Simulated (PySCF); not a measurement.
Ir (iridium, neutral) across methods

[Xe] 4f14 5d6 6s2 7s1, high-spin 6D determinant (an excited configuration). All numbers are calculated (PySCF 2.14, a scalar-relativistic core potential, in aug-cc-pVTZ-PP with ECP60MDF). The B2PLYP total includes its PT2 part (frozen core); its orbital energies are those of the SCF part.

| method | E (hartree) | mean ε 6s α (eV) | mean ε 6s β (eV) | mean ε 7s α (eV) | Σ⟨r²⟩ (bohr²) | ⟨S²⟩ |
| --- | --- | --- | --- | --- | --- | --- |
| BHandHLYP | -103.9870 | -12.917 | -11.493 | -2.050 | 116.6 | 8.756 |
| PBE | -104.1369 | -11.452 | -9.924 | -1.758 | 116.2 | 8.754 |
| r2SCAN | -104.1481 | -11.719 | -10.116 | -1.720 | 116.2 | 8.762 |
| wB97X-V | -104.0515 | -14.246 | -12.984 | -2.612 | 117.1 | 8.755 |
| M06-L | -104.1593 | -11.260 | -9.888 | -1.697 | 123.9 | 8.769 |
| B2PLYP | -103.9057 | -12.901 | -11.292 | -2.067 | 117.3 | 8.757 |
| UHF | -103.37179 | -14.153 | -11.826 | -2.488 | 119.6 | 8.763 |
| PBE0 | -104.0978 | -12.325 | -10.674 | -2.017 | 117.0 | 8.755 |
| LDA | -103.9161 | -11.675 | -10.300 | -1.731 | 114.0 | 8.753 |

Energies and moments cover only the electrons outside the core potential. Spin-orbit coupling, absent here, splits the open shell strongly. The outer electron is Rydberg-like, and this basis confines it to a smaller radius and binds it less than a complete one would.
